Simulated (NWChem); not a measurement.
Species: InH, singlet; SMILES [InH]

Computed with NWChem. Low-valent species are run as closed-shell singlets; no triplet was tried in these runs. Structure relaxed at the PBE0-D3(BJ)/def2-TZVP level. def2 effective core potentials on In; no spin-orbit coupling. Static field.

Problem. Taking B3LYP/def2-TZVPD as the yardstick, which of these has the fewest basis functions while keeping “isotropic polarisability (bohr³)” within 10 % of it: B3LYP/def2-SVPD; B3LYP/def2-SVP; B3LYP/def2-TZVP?

Solution. B3LYP/def2-SVPD (a larger set in the list lies outside the tolerance).
```csv
level,basis functions,isotropic polarisability (bohr³),relative time (rough)
B3LYP/def2-SVP,31,39.1,1
B3LYP/def2-SVPD,40,50.6,1
B3LYP/def2-TZVP,56,44.6,3
B3LYP/def2-TZVPD,65,51.4,4
```

The yardstick is one finite set, not the basis-set limit.
